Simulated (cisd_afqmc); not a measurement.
Input (AFQMC/CISD/cc-pVTZ; cisd_afqmc is a phaseless AFQMC code with CISD trial states that reads the integrals written by Ansatz):

Ansatz 0.2 input:
```python
import cisd_afqmc

open("ham.yaml", "w").write("""\
crystal:
  periodic: [false, false, false]
  atoms:
    - {symbol: N, position_ang: [0.00000000, 0.00000000, 0.00000000]}
basis:
  gaussian:
    orbitals: cc-pVTZ
magnetization: {spin_polarized: true, initial_magnetization: 3}
correlation: {method: ccsd, electrons: outside_noble_gas, hamiltonian_folder: ham}
scf: {lower_state_search: full}
""")
rep = cisd_afqmc.ansatz("ham.yaml")
e_ccsd = rep["correlation"]["coupled_cluster"]["energy"]["hartree"]
out = cisd_afqmc.run("ham", e_ccsd, trial="CISD", walkers=2000, populations=1, threads=12, dt=0.005, steps=40, early=24, settle=10, least=100,
    cut=5e-5, rank_cut=2e-4, target=0.0004, seconds=1000, seed=4, memory=62639, gpu=True)
```

Output:

```
orbitals 29, occupied [4, 1], factors 144 of 175, rank of the doubles 84 of 128
E(HF) = -54.400686
E(CCSD) on the cut factors = -54.512427, shift to the whole factors -0.000005
Energy of the trial state on the determinant = -54.512387
  tau behind 7.2 of longer steps, mean of the populations' last blocks
   2.0  -54.51496
   4.0  -54.51506
   6.0  -54.51512
   8.0  -54.51491
  10.0  -54.51494
  12.0  -54.51504
  14.0  -54.51510
  16.0  -54.51485
  18.0  -54.51495
  20.0  -54.51494
  22.0  -54.51496
blocks 99 (1 outliers left out), error by blocks joined: 1: 0.00002, 2: 0.00002, 4: 0.00002, 8: 0.00002
E(AFQMC/CISD) = -54.51501 +/- 0.00002
```
